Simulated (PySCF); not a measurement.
C4H13PSi2.
SMILES with atom numbers: `[CH3:1][Si@@H:2]1[CH2:3][CH2:4][CH2:5][Si@@H:6]1[PH2:7]` (hydrogens: H8, H9, H10 on C1; H11 on Si2; H12, H13 on C3; H14, H15 on C4; H16, H17 on C5; H18 on Si6; H19, H20 on P7)

All values: CAM-B3LYP/def2-SVPD (PySCF, non-relativistic), on one gas-phase PBE0-D3(BJ)/def2-SVP geometry that isn't relaxed in the solvent. The solvent is an IEF-PCM continuum (cavity from Bondi-type radii × 1.2), and excitations are vertical TDDFT with non-equilibrium linear response and a frozen core. The model holds no explicit solvent molecules, cavitation or dispersion.

Gas-phase singlets (H = HOMO, L = LUMO):

```csv
state,E (eV),λ (nm),f,leading configurations
S1,6.155,201,0.075,H→L 70%
S2,6.370,195,0.001,H-1→L 63%
S3,6.489,191,0.038,"H→L+1 49%, H-1→L 13%, H→L 11%"
S4,6.537,190,0.028,"H→L+2 42%, H→L+1 17%, H-1→L+1 15%"
S5,6.888,180,0.039,"H-1→L+1 55%, H→L+2 15%"
```

What are the lowest 5 singlets in dimethylsulfoxide (ε = 46.83)?

| state | E (eV) | λ (nm) | f | leading configurations | change by rank (eV) |
| --- | --- | --- | --- | --- | --- |
| S1 | 6.142 | 202 | 0.141 | H→L 80% | -0.013 |
| S2 | 6.415 | 193 | 0.018 | H-1→L 61%, H-1→L+2 9% | +0.045 |
| S3 | 6.498 | 191 | 0.067 | H→L+1 58%, H→L+2 25% | +0.009 |
| S4 | 6.607 | 188 | 0.047 | H-1→L 22%, H→L+2 18%, H-1→L+2 14% | +0.070 |
| S5 | 6.870 | 180 | 0.223 | H-1→L+1 53%, H-1→L+4 18%, H→L+4 9% | -0.018 |

How do the frontier levels move from gas to dimethylsulfoxide?

| orbital | gas (eV) | solvent (eV) | change (eV) | Löwdin shares, gas | Löwdin shares, solvent |
| --- | --- | --- | --- | --- | --- |
| LUMO+2 | 1.39 | 1.55 | +0.16 | P7 19 %, Si2 17 %, Si6 15 %, H19 11 % | P7 21 %, Si2 17 %, Si6 15 %, H19 10 % |
| LUMO+1 | 1.06 | 1.23 | +0.17 | Si6 20 %, P7 14 %, C5 9 %, H18 7 % | Si6 21 %, P7 16 %, H18 9 %, C5 7 % |
| LUMO | 0.90 | 1.05 | +0.15 | Si2 16 %, Si6 16 %, P7 15 %, C1 10 % | P7 18 %, Si6 17 %, Si2 16 %, C1 9 % |
| HOMO | -8.34 | -8.21 | +0.13 | P7 27 %, Si6 24 %, Si2 18 %, C3 8 % | Si6 26 %, Si2 23 %, P7 15 %, C3 10 % |
| HOMO-1 | -8.60 | -8.55 | +0.05 | P7 42 %, Si6 18 %, Si2 8 %, H20 6 % | P7 52 %, Si6 16 %, H20 6 %, H18 6 % |
| HOMO-2 | -9.61 | -9.45 | +0.16 | C5 20 %, Si6 19 %, P7 16 %, C4 12 % | C5 19 %, Si6 18 %, P7 16 %, C4 12 % |
| HOMO-3 | -9.83 | -9.63 | +0.20 | C3 23 %, Si2 19 %, C1 18 %, C5 7 % | C3 23 %, Si2 19 %, C1 18 %, C5 8 % |

The HOMO–LUMO gap goes from 9.24 to 9.27 eV.

On one thread, Intel Xeon at 2.50 GHz (x86_64), no GPU, shared host with 64 logical CPUs at a one-minute load of 60, this took 2.7 min and 1.6 GiB of memory at its peak. This is the whole response run at CAM-B3LYP/def2-SVPD in dimethylsulfoxide, SCF included.
